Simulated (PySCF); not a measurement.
AlH4NO, SMILES [AlH]([NH2])[OH]. Heavy atoms are numbered as in [AlH:1]([OH:3])[NH2:5]. Hydrogens are named by the atom that carries them.

Geometry: TPSSh-D3(BJ)/def2-TZVP. The values are those of a single conformer.

Calculation: KT2/pcSseg-2 (PySCF).

GIAO shieldings, no solvent; atoms alike by connectivity are averaged. δ = σ(ref) − σ: ¹H against TMS (σ = 31.47 ppm); ¹⁷O against H2O (σ = 324.0 ppm); ¹⁵N against NH3 (σ = 261.9 ppm), references at their B3LYP-D3(BJ)/def2-TZVP geometries, non-relativistic.

Question: Estimate the chemical shifts. (An estimate is asked for; the answer gives what the named calculation found.)

Answer: 
```tsv
nucleus	atoms	count	δ (ppm)
¹H	H on Al1	1	4.76
¹H	H on O3	1	1.77
¹H	H on N5	2	1.06
¹⁷O	O3 (OH)	1	54.8
¹⁵N	N5 (NH2)	1	31.3
```
